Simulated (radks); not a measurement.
Results of a calculation; reference values are marked as such.
Effect of the nuclear size on the xenon ion Xe+, [Kr] 4d10 5s2 5p5. Code: a radial shooting solver on a logarithmic mesh with Libxc functionals. Model: Dirac Kohn-Sham, LDA (Slater exchange, Perdew-Wang correlation), spin-unpolarised, spherical densities, finite nucleus; open shells fill j = l - 1/2 first; Fermi nuclear charge, rms radius 4.7859 fm. The rms radius is varied about that value; shifts are against it.

| rms radius (fm) | total energy shift (eV) | density at nucleus (e/bohr^3) | 1s1/2 shift (meV) | 2s1/2 shift (meV) | 4p1/2 shift (meV) | 5s1/2 shift (meV) | 5p1/2 shift (meV) | 5p3/2 shift (meV) | 6s1/2 (empty) shift (meV) |
|---|---|---|---|---|---|---|---|---|---|
| 4.2307 | -1.45 | 2.765e+05 | -607 | -71.7 | 0.224 | -0.424 | 0.047 | 0.052 | -0.063 |
| 4.628 | -0.428 | 2.721e+05 | -179 | -21.1 | 0.066 | -0.125 | 0.014 | 0.015 | -0.018 |
| 4.7859 | 0 | 2.705e+05 | 0.000 | 0.000 | 0.000 | 0.000 | 0.000 | 0.000 | 0.000 |
| 5.1257 | 0.961 | 2.672e+05 | 402 | 47.5 | -0.148 | 0.280 | -0.031 | -0.034 | 0.041 |
| 5.9154 | 3.40 | 2.604e+05 | 1420 | 168 | -0.524 | 0.992 | -0.109 | -0.122 | 0.146 |

Slopes of the eigenvalues against <r^2> in GHz/fm^2, as finite differences over the two radii next to the reference (eigenvalue slopes, not the field-shift constants of lines): 1s1/2 28900, 2s1/2 3420, 4p1/2 -10.7, 5s1/2 20.2, 5p1/2 -2.22, 5p3/2 -2.48, 6s1/2 (empty) 2.98.
